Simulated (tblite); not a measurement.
Species: C3H2ClNSe.
InChI=1S/C3H2ClNSe/c4-3-1-5-2-6-3/h1-2H

Calculated harmonic vibrations of the isolated species, GFN2-xTB (tblite), most abundant isotopes, no scaling. The method is semi-empirical: single wavenumbers can be off by several per cent or more.

Harmonic wavenumbers (cm⁻¹): 194.8, 199.2, 357.5, 411.5, 496.9, 554.2, 578.1, 746.0, 769.5, 804.6, 929.9, 1100.3, 1132.9, 1283.4, 1421.2, 1513.6, 3112.5, 3128.6.

A = 3325, B = 1678, C = 1115 MHz; mass 166.904 u (most abundant isotopes); point group Cs, symmetry number 1.

Task: What is the zero-point energy?

Result: ½Σν̃ = 9367 cm⁻¹ = 26.78 kcal/mol.

Task: What is S at 500 K and 1 bar for an ideal gas of classical rigid rotors and harmonic oscillators?

Result: Translation 43.84, rotation 29.88, vibration 18.03: S = 91.7 cal/(mol K).

Task: And Cp and H(500 K) − H(0)?

Result: Cp = 29.04 cal/(mol K), of which vibrations give 21.10 (their classical limit is 18 R = 35.8); H(500 K) − H(0) = 9.27 kcal/mol without the zero-point energy, 5.29 from vibrations.

Task: How do the functions run with temperature in this model?

Result: 
```
T (K)  S (cal/(mol K))  Cp (cal/(mol K))  H − H(0) (kcal/mol)  G − H(0) (kcal/mol)  ln q(vib)
  100             62.0              10.7                 0.88                -5.32       0.13
  200             71.1              16.4                 2.23               -12.00       0.76
  300             78.8              21.6                 4.13               -19.51       1.67
  800            106.8              34.8                18.95               -66.50       6.85
 1000            114.8              37.0                26.14               -88.68       8.76
```

q(vib) and H(0) count from the zero-point level.

Task: Which modes carry the vibrational entropy at 500 K?

Result: 194.8 cm⁻¹: 3.16; 199.2 cm⁻¹: 3.12; 357.5 cm⁻¹: 2.02; 411.5 cm⁻¹: 1.76; 496.9 cm⁻¹: 1.44; 554.2 cm⁻¹: 1.26 cal/(mol K); the other 12 give 5.27 together.

Hindered rotation and anharmonicity are outside this model.
